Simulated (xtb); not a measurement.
F2Ga, charge +1, singlet, from a rough starting geometry (GFN-xTB shapes and energies of metal compounds can be far from the true ones); xtb with GFN2-xTB.

xtb was given this input:
```
$ xtb mol.xyz --gfn 2 --chrg 1 --opt vtight --json

# file mol.xyz
3

Ga     0.04001938     0.02255198     0.00986644
F     -0.19764438     1.27746345    -1.16487575
F      0.16899544    -1.33052521     1.13863197
```

It wrote (shortened):

```
   ID    Z sym.   atoms
    1   31 Ga     1
    2    9 F      2, 3

           -------------------------------------------------
          |                Calculation Setup                |
           -------------------------------------------------

           -------------------------------------------------
          |                 G F N 2 - x T B                 |
           -------------------------------------------------

          ...................................................
          :                      SETUP                      :
          :.................................................:
          :  # basis functions                  18          :
          :  # atomic orbitals                  17          :
          :  # shells                            7          :
          :  # electrons                        16          :
          :  max. iterations                   250          :
          :  Hamiltonian                  GFN2-xTB          :
          :  restarted?                      false          :
          :  GBSA solvation                  false          :
          :  PC potential                    false          :
          :  electronic temp.          300.0000000     K    :
          :  accuracy                    1.0000000          :
          :  -> integral cutoff          0.2500000E+02      :
          :  -> integral neglect         0.1000000E-07      :
          :  -> SCF convergence          0.1000000E-05 Eh   :
          :  -> wf. convergence          0.1000000E-03 e    :
          :  Broyden damping             0.4000000          :
          :  net charge                          1          :
          :  unpaired electrons                  0          :
          ...................................................

 iter      E             dE          RMSdq      gap      omega  full diag
   1    -10.1796690 -0.101797E+02  0.251E+01    2.17       0.0  T
   2    -10.1811299 -0.146082E-02  0.160E+01    2.39       1.0  T
   3    -10.1580818  0.230480E-01  0.262E+00    2.00       1.0  T
   4    -10.1770481 -0.189663E-01  0.126E+00    2.22       1.0  T
   5    -10.1827692 -0.572106E-02  0.256E-01    2.40       1.0  T
   6    -10.1827218  0.473174E-04  0.258E-01    2.41       1.0  T
   7    -10.1827941 -0.722543E-04  0.259E-02    2.40       2.2  T
   8    -10.1827948 -0.727471E-06  0.139E-02    2.39       4.1  T
   9    -10.1827951 -0.312093E-06  0.169E-03    2.40      34.1  T
  10    -10.1827951 -0.251958E-08  0.586E-04    2.40      98.5  T
  11    -10.1827951 -0.732998E-09  0.890E-05    2.40     648.9  T

   *** convergence criteria satisfied after 11 iterations ***

         :::::::::::::::::::::::::::::::::::::::::::::::::::::
         ::                     SUMMARY                     ::
         :::::::::::::::::::::::::::::::::::::::::::::::::::::
         :: total energy             -10.176265969972 Eh    ::
         :: gradient norm              0.008752357057 Eh/a0 ::
         :: HOMO-LUMO gap              2.395823148646 eV    ::
         ::.................................................::
         :: SCC energy               -10.182795161951 Eh    ::
         :: -> isotropic ES            0.187631370687 Eh    ::
         :: -> anisotropic ES          0.001008354006 Eh    ::
         :: -> anisotropic XC         -0.003002698186 Eh    ::
         :: -> dispersion             -0.000623812878 Eh    ::
         :: repulsion energy           0.006529191979 Eh    ::
         :: add. restraining           0.000000000000 Eh    ::
         :: total charge               1.000000000000 e     ::
         :::::::::::::::::::::::::::::::::::::::::::::::::::::

      -----------------------------------------------------------
     |                   =====================                   |
     |                        A N C O P T                        |
     |                   =====================                   |
     |               Approximate Normal Coordinate               |
     |                Rational Function Optimizer                |
      -----------------------------------------------------------
      -----------------------------------------------------------
     |                   =====================                   |
     |                        A N C O P T                        |
     |                   =====================                   |
     |               Approximate Normal Coordinate               |
     |                Rational Function Optimizer                |
      -----------------------------------------------------------

          ...................................................
          :                      SETUP                      :
          :.................................................:
          :   optimization level         verytight          :
          :   max. optcycles                   200          :
          :   ANC micro-cycles                  20          :
          :   degrees of freedom                 3          :
          :.................................................:
          :   RF solver                   davidson          :
          :   write xtbopt.log                true          :
          :   linear?                        false          :
          :   energy convergence         0.1000000E-06 Eh   :
          :   grad. convergence          0.2000000E-03 Eh/α :
          :   maxmium RF displ.          1.0000000          :
          :   Hlow (freq-cutoff)         0.1000000E-01      :
          :   Hmax (freq-cutoff)         5.0000000          :
          :   S6 in model hess.         20.0000000          :
          ...................................................

generating ANC from exact Hessian ...
Using Lindh-Hessian (1995)
 Shifting diagonal of input Hessian by    0.0000000000000000
 Lowest  eigenvalues of input Hessian
    0.000000    0.000000    0.000000    0.000000    0.000000    0.000000
[...]
 * total energy  :   -10.1762660 Eh     change       -0.5840661E-11 Eh
 * total energy  :   -10.1763443 Eh     change       -0.7835474E-04 Eh
 * total energy  :   -10.1764836 Eh     change       -0.1393206E-03 Eh
 * total energy  :   -10.1764867 Eh     change       -0.3050948E-05 Eh
 * total energy  :   -10.1764914 Eh     change       -0.4735137E-05 Eh
 * total energy  :   -10.1764916 Eh     change       -0.1629052E-06 Eh
 * total energy  :   -10.1764916 Eh     change       -0.1113725E-07 Eh
   *** GEOMETRY OPTIMIZATION CONVERGED AFTER 7 ITERATIONS ***
[...]
          :  # electrons                        16          :
          :  max. iterations                   250          :
          :  Hamiltonian                  GFN2-xTB          :
          :  restarted?                      false          :
          :  GBSA solvation                  false          :
          :  PC potential                    false          :
          :  electronic temp.          300.0000000     K    :
          :  accuracy                    1.0000000          :
          :  -> integral cutoff          0.2500000E+02      :
          :  -> integral neglect         0.1000000E-07      :
          :  -> SCF convergence          0.1000000E-05 Eh   :
          :  -> wf. convergence          0.1000000E-03 e    :
          :  Broyden damping             0.4000000          :
          :  net charge                          1          :
          :  unpaired electrons                  0          :
          ...................................................

 iter      E             dE          RMSdq      gap      omega  full diag
   1    -10.1824216 -0.101824E+02  0.120E-04    2.37       0.0  T
   2    -10.1824216  0.298908E-10  0.155E-04    2.37     372.9  T
   3    -10.1824216 -0.534346E-10  0.787E-05    2.37     733.3  T

   *** convergence criteria satisfied after 3 iterations ***

         :::::::::::::::::::::::::::::::::::::::::::::::::::::
         ::                     SUMMARY                     ::
         :::::::::::::::::::::::::::::::::::::::::::::::::::::
         :: total energy             -10.176491607086 Eh    ::
         :: gradient norm              0.000054314268 Eh/a0 ::
         :: HOMO-LUMO gap              2.366099961408 eV    ::
         ::.................................................::
         :: SCC energy               -10.182421602145 Eh    ::
         :: -> isotropic ES            0.186759448152 Eh    ::
         :: -> anisotropic ES          0.000934153438 Eh    ::
         :: -> anisotropic XC         -0.002954541447 Eh    ::
         :: -> dispersion             -0.000622577517 Eh    ::
         :: repulsion energy           0.005929995060 Eh    ::
         :: add. restraining           0.000000000000 Eh    ::
         :: total charge               1.000000000000 e     ::
         :::::::::::::::::::::::::::::::::::::::::::::::::::::

           -------------------------------------------------
          |                Property Printout                |
           -------------------------------------------------

    * Orbital Energies and Occupations

         #    Occupation            Energy/Eh            Energy/eV
      -------------------------------------------------------------
         1        2.0000           -1.1508121             -31.3152
         2        2.0000           -1.1242702             -30.5929
         3        2.0000           -0.9180631             -24.9818
         4        2.0000           -0.8395417             -22.8451
         5        2.0000           -0.8395417             -22.8451
         6        2.0000           -0.8389435             -22.8288
         7        2.0000           -0.8362872             -22.7565
         8        2.0000           -0.8362872             -22.7565 (HOMO)
         9                         -0.7493346             -20.3904 (LUMO)
        10                         -0.4424215             -12.0389
        11                         -0.4424215             -12.0389
        12                         -0.3376114              -9.1869
        13                         -0.3376114              -9.1869
        14                         -0.2292191              -6.2374
        15                         -0.2292191              -6.2374
        16                          0.1909467               5.1959
        17                          0.6048730              16.4594
      -------------------------------------------------------------
                  HL-Gap            0.0869526 Eh            2.3661 eV
             Fermi-level           -0.7928109 Eh          -21.5735 eV

     #   Z          covCN         q      C6AA      α(0)
     1  31 Ga       1.385     0.840   232.629    36.350
     2   9 F        0.693     0.080     8.724     3.487
     3   9 F        0.693     0.080     8.724     3.487

 Mol. C6AA /au·bohr⁶  :        416.318757
 Mol. C8AA /au·bohr⁸  :      33274.751896
 Mol. α(0) /au        :         43.324472

Wiberg/Mayer (AO) data.
largest (>0.10) Wiberg bond orders for each atom

 ---------------------------------------------------------------------------
     #   Z sym  total        # sym  WBO       # sym  WBO       # sym  WBO
 ---------------------------------------------------------------------------
     1  31 Ga   2.442 --     2 F    1.221     3 F    1.221
     2   9 F    1.584 --     1 Ga   1.221     3 F    0.363
     3   9 F    1.584 --     1 Ga   1.221     2 F    0.363
 ---------------------------------------------------------------------------

Topologies differ in total number of bonds
Writing topology from bond orders to xtbtopo.mol

molecular dipole:
                 x           y           z       tot (Debye)
 q only:        0.007      -0.019      -0.010
   full:        0.007      -0.019      -0.010       0.058
molecular quadrupole (traceless):
                xx          xy          yy          xz          yz          zz
 q only:       -0.855      -0.207       0.589       0.183      -1.300       0.265
  q+dip:       -0.300      -0.073       0.207       0.064      -0.456       0.093
   full:        1.762       0.427      -1.215      -0.377       2.683      -0.547

optimized geometry written to: xtbopt.xyz

           -------------------------------------------------
          | TOTAL ENERGY              -10.176491607086 Eh   |
          | GRADIENT NORM               0.000054314268 Eh/α |
          | HOMO-LUMO GAP               2.366099961408 eV   |
           -------------------------------------------------

normal termination of xtb
```
